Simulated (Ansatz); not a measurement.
Two isomers of C3H8AsB: A = `[AsH2]CB1CC1`, B = `C[AsH]B1CC1`.

Calculated with Ansatz (gas phase, PBE0-D4/def2-TZVP geometries, no zero-point term in ΔE). CCSD(T)/CBS adds triple-zeta CCSD(T) − MP2 to the extrapolated MP2 energy (def2 sets, frozen cores). Functionals use def2-TZVPP. B3LYP here is the variant with VWN-RPA as its local correlation; programs differ in this. For As outer-core shells are correlated without core-valence functions, which leaves a few kJ/mol of doubt a bond. Scalar relativity is left out up to krypton. One conformer a species, not always the lowest.

A:

Z-matrix (Å, degrees):
```
C
B 1 1.522
As 1 2.002 2 100.5
H 1 1.091 2 116.9 3 112.9
H 1 1.090 2 116.9 3 -112.9
C 2 1.530 1 149.6 3 88.2
C 2 1.530 1 149.6 3 -88.0
H 3 1.525 1 96.3 2 -45.7
H 3 1.524 1 96.3 2 46.9
H 6 1.086 2 121.1 1 -72.8
H 6 1.087 2 119.7 1 76.1
H 7 1.086 2 121.1 1 72.8
H 7 1.087 2 119.7 1 -76.1
```

B:

```xyz
13

C    -1.161    2.109    0.268
As   -1.675    0.210    0.191
B     0.045   -0.697   -0.078
C     1.368   -0.790   -0.847
C     0.894   -1.968    0.009
H    -0.418    2.303    1.038
H    -0.751    2.378   -0.706
H    -2.051    2.709    0.455
H    -1.848   -0.069    1.672
H     1.355   -0.907   -1.927
H     2.230   -0.229   -0.496
H     1.445   -2.179    0.921
H     0.566   -2.869   -0.501
```

Task: Which is lower in electronic energy at CCSD(T)/CBS, and by how much? (Best estimate.)

Result: The calculation gave: B, by 2.5 kJ/mol.

Task: Give E(B) − E(A) in kJ/mol with B2PLYP, PBE-D4, HF/def2-TZVPP, ωB97M-V, B3LYP-D4, MP2/def2-TZVPP, CCSD/def2-TZVPP. (An estimate is asked.)

Result: The calculation gave: B2PLYP -2.3, PBE-D4 0.4, HF/def2-TZVPP -6.2, ωB97M-V 3.0, B3LYP-D4 1.3, MP2/def2-TZVPP -2.1, CCSD/def2-TZVPP -2.4. The order is the other way round with ωB97M-V, B3LYP-D4.

Largest T1 diagnostic: 0.012.

In def2-TZVPP, CCSD(T) changes the Hartree–Fock value by +4.4 kJ/mol (the triples alone add +0.7 kJ/mol) and MP2 by +4.0 kJ/mol. The D4 term adds +3.3 kJ/mol with B3LYP and +1.8 kJ/mol with PBE0; it sums over pairs of atoms, weighted by their polarisabilities, and B3LYP, whose exchange is more repulsive, gets the larger term.
